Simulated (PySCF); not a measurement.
Where the electron goes

Compound: C₄H₉NSi₂.
Cartesian coordinates in Å at the GFN2-xTB level; atoms count from 1:
```
atom  x, y, z in Å
C1    -0.0684    3.0316    1.0620
C2     0.0292    1.9103    0.6356
Si3    0.2576    0.1657    0.0100
Si4    2.3740   -0.1620   -0.8332
C5    -1.3525   -0.4320   -0.8553
C6    -1.6124   -1.3239    0.3606
N7    -0.3455   -1.0915    1.0303
H8    -0.1664    4.0143    1.4272
H9     2.7840    1.0160   -1.6016
H10    2.5007   -1.3143   -1.7303
H11    3.3654   -0.3377    0.2312
H12   -2.1295    0.3062   -1.0244
H13   -1.2168   -0.9995   -1.7711
H14   -2.4709   -0.9859    0.9511
H15   -1.7529   -2.3832    0.1201
H16   -0.2032   -1.4051    1.9764
```

Computed with TDDFT wB97X-D/def2-SVPD, vertical, gas phase, core orbitals frozen in the response (PySCF 2.14.0, density-fitted response routines). GFN2-xTB frequencies show an imaginary mode (23i cm⁻¹), so this geometry is no minimum at that level.

Frontier orbitals with the atoms that hold most of them (Löwdin shares over 4%, at most four atoms; ? is withheld):

```json
{"orbital": "LUMO+2", "ε (eV)": "2.11", "atoms": "Si4 36%, Si3 14%, C1 10%, H11 6%"}
{"orbital": "LUMO+1", "ε (eV)": "1.51", "atoms": "C2 20%, C1 20%, Si4 20%, Si3 18%"}
{"orbital": "LUMO", "ε (eV)": "0.88", "atoms": "?"}
{"orbital": "HOMO", "ε (eV)": "?", "atoms": "N7 54%, C6 12%, Si3 8%, H14 5%"}
{"orbital": "HOMO-1", "ε (eV)": "-9.50", "atoms": "?"}
{"orbital": "HOMO-2", "ε (eV)": "-10.15", "atoms": "C2 38%, C1 37%, Si3 7%"}
{"orbital": "HOMO-3", "ε (eV)": "-10.70", "atoms": "C2 29%, C1 26%, Si3 11%, C5 10%"}
```

**Question.** Which atoms hold the HOMO-1, and with what shares?

**Answer.** C5 (bonded to C, Si and 2 H) 18%; C1 (bonded to C and H) 18%; C2 (bonded to C and Si) 18%; Si3 (bonded to 2 C, N and Si) 13%. By element: carbon 54% or more, silicon 13% or more.

**Question.** Give the leading atoms of the LUMO.

**Answer.** Si3 (bonded to 2 C, N and Si) 26%; Si4 (bonded to Si and 3 H) 17%; C2 (bonded to C and Si) 15%; C1 (bonded to C and H) 13%. By element: silicon 44%, carbon 28% or more.

**Question.** What is the HOMO energy, and the HOMO–LUMO gap?

**Answer.** ε(HOMO) = -8.52 eV; the gap is 9.41 eV (0.3456 hartree).

**Question.** The HOMO–LUMO gap is 9.41 eV. Where does the response calculation put the lowest singlet, and from which orbitals?

**Answer.** S1 is at 5.00 eV (f = 0.013), 4.41 eV below the gap, made of HOMO→LUMO (96%). 

**Question.** One configuration dominates each of S1, S2 and S3. Which, and how do the shares of the two leading atoms of either orbital change from the occupied to the empty one?

**Answer.** 
- S1 (5.00 eV, f 0.013), HOMO→LUMO (96%): N7 54% → at most 13%, C6 12% → at most 13%, Si3 8% → 26%, Si4 at most 6% → 17%
- S2 (5.66 eV, f 0.010), HOMO-1→LUMO (70%): C5 18% → at most 13%, C1 18% → 13%, Si3 13% → 26%, Si4 at most 14% → 17%
- S3 (5.80 eV, f 0.0077), HOMO→LUMO+1 (85%): N7 54% → at most 19%, C6 12% → at most 19%, C2 at most 6% → 20%, C1 at most 6% → 20%

Löwdin shares depend on the basis, the more so with diffuse functions.
